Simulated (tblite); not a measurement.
Species: C5HFNS (doublet state).
SMILES: `N#Cc1sc[c]c1F`

Level: GFN2-xTB in tblite, geometry and Hessian alike; calculated harmonic values, unscaled, isolated species. The method is semi-empirical: single wavenumbers can be off by several per cent or more. Open shells enter through the occupations alone, without spin polarisation, and single modes of such species can be off by tens of per cent.

Harmonic wavenumbers (cm⁻¹): 122.4, 126.6, 245.6, 332.9, 371.4, 440.1, 484.3, 500.6, 557.2, 611.1, 681.4, 731.1, 735.8, 955.7, 1060.1, 1173.7, 1362.3, 1446.7, 1553.1, 2355.0, 3189.6.

A = 2591, B = 1843, C = 1077 MHz; mass 125.981 u (most abundant isotopes); point group Cs, symmetry number 1; spin multiplicity 2.

**Question.** Zero-point energy?

**Answer.** Half the sum of the wavenumbers: 9518 cm⁻¹ = 113.86 kJ/mol.

**Question.** Give the ideal-gas entropy at 400 K and 1 bar in the rigid-rotor, harmonic-oscillator model (classical rotation).

**Answer.** Translation 175.28, rotation 123.02, vibration 85.97, spin (R ln 2) 5.76: S = 390.0 J/(mol K).

**Question.** And Cp and H(400 K) − H(0)?

**Answer.** Cp = 130.33 J/(mol K), of which vibrations give 97.07 (their classical limit is 21 R = 174.6); H(400 K) − H(0) = 32.97 kJ/mol without the zero-point energy, 19.67 from vibrations.

**Question.** How do the functions run with temperature in this model?

**Answer.** 
```csv
T (K),S (J/(mol K)),Cp (J/(mol K)),H − H(0) (kJ/mol),G − H(0) (kJ/mol),ln q(vib)
150,293.7,69.3,7.16,-36.89,0.94
250,336.2,98.8,15.61,-68.44,2.24
298.15,354.6,110.5,20.66,-85.08,2.93
600,448.2,155.7,61.81,-207.08,7.32
900,515.6,176.0,111.91,-352.12,11.24
```

q(vib) and H(0) count from the zero-point level.

**Question.** Blend soft modes into free rotors: weight 1/[1 + (100 cm⁻¹/ν̃)⁴] for the oscillator and the rest for a rotor with moment μB/(μ + B), μ = h/(8π²ν), B = 10⁻⁴⁴ kg m². What vibrational entropy results?

**Answer.** 84.35 J/(mol K) in place of 85.97, which changes −T·S at 400 K by +0.65 kJ/mol.

**Question.** What must be added to the electronic energy to get the Gibbs energy at 400 K and 1 bar?

**Answer.** ZPE + [H(400 K) − H(0)] − T·S = 113.86 + 32.97 − 156.01 = -9.18 kJ/mol.

Hindered rotation and anharmonicity are outside this model.
